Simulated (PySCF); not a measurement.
Isomers of C5H3F3OS, one GFN2-xTB conformer each. Single-point energies are computed at PBE0/pcSseg-1 (PySCF, gas phase, no added dispersion term), electronic only.

| SMILES | GFN2-xTB relative energy (kcal/mol) |
| --- | --- |
| FC(F)(F)Oc1cccs1 | 1.9 |
| FC(F)(F)Sc1ccco1 | 16.3 |
| FC(F)(F)Sc1ccoc1 | 15.5 |
| FC(F)(F)Oc1ccsc1 | 0.0 |

Conformers: `[F:1][C:2]([F:3])([F:4])[O:5][c:6]1[cH:7][cH:8][cH:9][s:10]1` with C2–O5–C6–C7 0°; `[F:1][C:2]([F:3])([F:4])[S:5][c:6]1[cH:7][cH:8][cH:9][o:10]1` with C2–S5–C6–C7 -83°; `[F:1][C:2]([F:3])([F:4])[S:5][c:6]1[cH:7][cH:8][o:9][cH:10]1` with C2–S5–C6–C7 -91°; `[F:1][C:2]([F:3])([F:4])[O:5][c:6]1[cH:7][cH:8][s:9][cH:10]1` with C2–O5–C6–C7 0°.

Question: What does PBE0/pcSseg-1 give for the same structures?

Answer: 
```json
{"SMILES": "FC(F)(F)Oc1ccsc1", "PBE0/pcSseg-1 E (Eh)": "-964.48300", "PBE0/pcSseg-1 (kcal/mol)": "0.0", "GFN2-xTB (kcal/mol)": "0.0", "point group": "Cs"}
{"SMILES": "FC(F)(F)Oc1cccs1", "PBE0/pcSseg-1 E (Eh)": "-964.47784", "PBE0/pcSseg-1 (kcal/mol)": "3.2", "GFN2-xTB (kcal/mol)": "1.9", "point group": "Cs"}
{"SMILES": "FC(F)(F)Sc1ccoc1", "PBE0/pcSseg-1 E (Eh)": "-964.46278", "PBE0/pcSseg-1 (kcal/mol)": "12.7", "GFN2-xTB (kcal/mol)": "15.5", "point group": "C1"}
{"SMILES": "FC(F)(F)Sc1ccco1", "PBE0/pcSseg-1 E (Eh)": "-964.46204", "PBE0/pcSseg-1 (kcal/mol)": "13.2", "GFN2-xTB (kcal/mol)": "16.3", "point group": "C1"}
```

Both levels put the same isomer lowest; measured from each level's own lowest isomer, the values differ by up to 3.1 kcal/mol (FC(F)(F)Sc1ccco1: 16.3 against 13.2). Neighbours under 2.5 kcal/mol apart (FC(F)(F)Sc1ccoc1 and FC(F)(F)Sc1ccco1) can change places with a better method, another conformer or zero-point energy.

Question: Which frontier levels, dipoles and rotational constants go with these structures?

Answer: 
```csv
SMILES,"HOMO (eV, PBE0/pcSseg-1)",LUMO (eV),dipole (D),"A, B, C (MHz)"
FC(F)(F)Oc1ccsc1,-7.27,-0.89,2.25,"3313, 634.2, 586.0"
FC(F)(F)Oc1cccs1,-7.10,-0.76,2.43,"2779, 724.9, 638.0"
FC(F)(F)Sc1ccoc1,-7.28,-0.57,1.92,"2538, 729.5, 723.7"
FC(F)(F)Sc1ccco1,-7.23,-0.87,2.50,"2550, 748.1, 734.6"
```

Question: As an exercise, what shares would exp(−E/RT) give at 500 K from these electronic energies alone (no entropy, no degeneracies)?

Answer: RT = 0.994 kcal/mol: FC(F)(F)Oc1ccsc1 96.3 %, FC(F)(F)Oc1cccs1 3.7 %, FC(F)(F)Sc1ccoc1 under 0.1 %, FC(F)(F)Sc1ccco1 under 0.1 %.
